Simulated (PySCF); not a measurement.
## Static response to an electric field

Compound: C3H7F2NOSi.
SMILES with atom numbers: `[O:1]=[C:2]([CH2:3][CH:4]([F:5])[F:6])[NH:7][SiH3:8]` (hydrogens: H9, H10 on C3; H11 on C4; H12 on N7; H13, H14, H15 on Si8)

Geometry (GFN2-xTB, Å), atoms numbered from 1 in this order:
```
atom  x, y, z in Å
O1     0.1860   -0.1180   -1.3006
C2     0.1024   -0.1557   -0.0891
C3    -1.2195   -0.3639    0.6377
C4    -2.3711    0.1729   -0.1970
F5    -2.5159    1.5064   -0.0072
F6    -3.5478   -0.3850    0.1839
N7     1.2071   -0.0399    0.6592
Si8    2.6946    0.1627   -0.2711
H9    -1.2157    0.1247    1.6135
H10   -1.3726   -1.4368    0.7787
H11   -2.2320   -0.0083   -1.2727
H12    1.1344   -0.0647    1.6628
H13    2.5882    1.3920   -1.0423
H14    2.8793   -1.0393   -1.0726
H15    3.6782    0.2608    0.8100
```

Level: PBE0/def2-SVPD (PySCF), static field, nuclei fixed, core orbitals frozen in the response. The polarisability tensor in these axes (au):

```
x   91.53  2.05  0.57
y    2.05 62.20 -0.67
z    0.57 -0.67 70.68
```

Question: What are the eigenvalues, a third of the trace, and Δα (Δα² = ½Σ(αi − αj)² over the three pairs)?

Answer: Principal values 62.01, 70.72 and 91.68 au; mean 74.81 au = 11.08 Å³ = 12.33 × 10⁻⁴⁰ C²·m²/J; Δα = 26.42 au (35 % of the mean).

Question: What is the dipole moment, and where does it point?

Answer: (2.36, -1.10, 2.71) D, 3.76 D in size, pointing from the negative to the positive side. Measured along this direction, the outermost atoms are H11 at the negative end and H15 at the positive end.

Question: What molar refraction does this α imply?

Answer: Lorentz–Lorenz: R = (4π/3)N_A α = 2.5225 cm³/(mol·Å³) × 11.08 Å³ = 28.0 cm³/mol, in the limit of long wavelengths.

Question: Give the eigenvalues of the traceless quadrupole moment Θ = ½Σq(3rr − r²1), origin at the centre of nuclear charge.

Answer: -7.57, 1.60, 5.96 D·Å. The values depend on the origin, since the dipole doesn't vanish. The electronic extent ⟨r²⟩ about the same centre is 1605 bohr², a root-mean-square distance of 2.50 Å for the 72 electrons.

Question: How large is μ²/3kT at 400 K beside α?

Answer: In Gaussian units μ²/3kT = 85.35 Å³ against 11.08 Å³, a ratio of 7.70; the Debye molar polarisation (4π/3)N_A(α + μ²/3kT) is 243.3 cm³/mol, leaving out the vibrational part.

Geometry: GFN2-xTB, one conformer, isolated molecule.

These values come from a run that also computed excited states. On one thread of an Arm Neoverse V1, shared host with 64 logical CPUs at a one-minute load of 52, this took 38 s of wall time and 0.88 GiB of memory at its peak.
